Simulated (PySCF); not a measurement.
**A thermochemical cycle for CaBe**

r²SCAN in PySCF with def2-SVP on every atom, for the lowest determinant that a PBE0 search found; no spin–orbit coupling. CaBe, a singlet (closed shell), has De = 0.32 eV to neutral atoms, and CaBe⁺, a doublet (σ ↑), has De = 0.87 eV to Ca⁺ + Be.

The adiabatic ionisation energy of CaBe, between the minima, is 5.32 eV.

Task: Which ionisation energy of the Ca atom does this level give?

Result: IE(Ca) = IE(molecule) + De(ion) − De(neutral) = 5.32 + 0.87 − 0.32 = 5.87 eV; the measured value is 6.113 eV (NIST ASD).

Closed-shell solutions of metal pairs were not tested for spin polarisation, which can lower them a little. Weak bonds: CaBe. Basis-set superposition, not corrected here, can be much of De in a small basis, most of all at correlated wavefunction levels. For an ion De counts to the pair picked by the measured ionisation energies or electron affinities, which need not be the lowest pair at this level. States were picked by a PBE0 search and need not be the measured ground states.
